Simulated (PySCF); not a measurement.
How methods differ on the interval between two levels of Zn³⁺

Zn³⁺ [Ar] 3d9 [2D5/2, M_J = 5/2] → Zn³⁺ [Ar] 3d8 4s1 [4F9/2, M_J = 9/2], as a difference of total energies. All numbers are calculated (PySCF 2.14, the two-component X2C-1e Hamiltonian, in x2c-SVPall-2c with one added diffuse shell each of s, d type (6s5p4d1f, 48 functions)). Correlated levels: [Ne] frozen; the 6 highest virtual spinors dropped. "Screened" scales the spin-orbit matrix elements by Boettger's factors to mimic the two-electron term; Breit and QED terms are absent.

```
                    method  interval between two levels (cm⁻¹)
           GHF (spin-free)                              133490
          GMP2 (spin-free)                              143490
 GHF (screened spin-orbit)                              132750
GMP2 (screened spin-orbit)                              142760
```

The labels give the starting determinants; with spin-orbit coupling the two ends relaxed to ⟨J²⟩ = 8.75, ⟨L²⟩ = 6.00, ⟨S²⟩ = 0.75 and ⟨J²⟩ = 24.75, ⟨L²⟩ = 12.01, ⟨S²⟩ = 3.75.
